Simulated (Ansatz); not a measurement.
`CB(O)F` + H₂ → `CBO` + H–F at 500 K and 1 bar (hydrogenolysis of a B–F bond).

Computed with Ansatz on PBE0-D4/def2-TZVP structures; ΔE is electronic, products minus reactants. CCSD(T)/CBS is the MP2 limit (def2-TZVPP, def2-QZVPP) plus CCSD(T) − MP2 in def2-TZVPP, frozen cores. This one scheme is used for every species. One conformer a species, not always the lowest.

| species | CCSD(T)/CBS energy (Eh) | H − E (kJ/mol) | S (J/(mol·K)) |
| --- | --- | --- | --- |
| `CB(O)F` | -240.35473 | 187.4 | 340.3 |
| H₂ | -1.17544 | 41.0 | 145.5 |
| `CBO` | -141.08489 | 198.4 | 313.3 |
| H–F | -100.39570 | 39.4 | 188.7 |

H − E and S are ideal-gas, rigid-rotor, harmonic terms from PBE0-D4/def2-TZVP, for one conformer and one mirror image of each species. The MP2-based limit puts H₂ 0.8 mEh under its directly extrapolated value; such offsets cancel only in part. 1 Eh = 2625.50 kJ/mol, R = 8.31446 J/(mol·K).

Task: By hand: ΔE, ΔH, ΔS and ΔG.

Result: ΔE = (-141.08489) + (-100.39570) − (-240.35473) − (-1.17544) = 0.04958 Eh = 130.2 kJ/mol. Δ(H − E) = 198.4 + 39.4 − 187.4 − 41.0 = 9.4, so ΔH = 139.6 kJ/mol. ΔS = 313.3 + 188.7 − 340.3 − 145.5 = 16.2 J/(mol·K). ΔG = 139.6 − 500 × (16.2)/1000 = 131.5 kJ/mol.

Task: By hand: the equilibrium constant, and the temperature at which ΔG would vanish if ΔH and ΔS stayed fixed.

Result: log₁₀ K = −ΔG/(RT ln 10) = -13.7. ΔG = 0 at ΔH/ΔS = 8617 K, far beyond where these terms or the molecules hold.

ΔH outweighs TΔS. A doubt of 5 kJ/mol in ΔE shifts log₁₀ K by 0.5 here. Other conformers and mirror images would add mixing entropy, several J/(mol·K) or more a flexible species. These are equilibria of isolated gas molecules and say nothing of rates. Largest T1 diagnostic: 0.012 (customary marks: 0.02 for closed shells, 0.045 for open ones).
